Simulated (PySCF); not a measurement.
Species: C6H12Si.
SMILES: `C1C[C@@H](C2CC2)[SiH2]1`

Jobs on this species (19 atoms, 62 electrons) with PySCF (density fitting). Hardware of each: an Arm Neoverse V1 with one thread (shared host). Other jobs ran on the host; a repeat could differ by tens of per cent or more. Peak memory is the resident size of the whole Python process, interpreter and libraries included.

**Question.** Rank these jobs by wall time, shortest first.
A. BLYP/pcSseg-1, start guess sap, energy threshold 1e-07 Eh; shieldings, ring-centre shieldings; 186 basis functions
B. wB97X-D/def2-SVPD; 8 singlets by full TDDFT, 3 Tamm–Dancoff triplets, polarisability; 240 basis functions
C. BLYP/cc-pVDZ, IEF-PCM methanol, fitting basis def2-universal-jkfit; spin–spin couplings from 19 perturbed nuclei, spin–dipole term for 1 of them; 162 basis functions

**Answer.** C (23 s), A (43 s), B (69 s).

All jobs:

| level and settings | work | basis functions | SCF cycles | wall time | peak memory |
| --- | --- | --- | --- | --- | --- |
| BLYP/cc-pVDZ, IEF-PCM methanol, fitting basis def2-universal-jkfit | spin–spin couplings from 19 perturbed nuclei, spin–dipole term for 1 of them | 162 | 10 | 23 s | 0.82 GiB |
| PBE0/pcSseg-1 | shieldings, ring-centre shieldings, charges and field gradients, density and orbital grids written | 186 | 12 | 34 s | 0.89 GiB |
| BLYP/pcSseg-1, start guess sap, energy threshold 1e-07 Eh | shieldings, ring-centre shieldings | 186 | 14 | 43 s | 0.79 GiB |
| PBE0/def2-SVPD | 6 singlets by full TDDFT, 2 Tamm–Dancoff triplets, polarisability, density and orbital grids written | 240 | 12 | 49 s | 1.0 GiB |
| PW91/6-311G**, grid level 4 | 6 singlets by TDA, polarisability | 206 | 14 | 55 s | 0.80 GiB |
| wB97X-D/def2-SVPD | 8 singlets by full TDDFT, 3 Tamm–Dancoff triplets, polarisability | 240 | 12 | 69 s | 1.1 GiB |

**Question.** What do all jobs in the table cost together?

**Answer.** About 4.5 min; the longest takes about 25 % of that, and about 3 times as long as the shortest.

wB97X-D is run here without its empirical dispersion term; that term would change no orbital, density or response property at a fixed geometry.
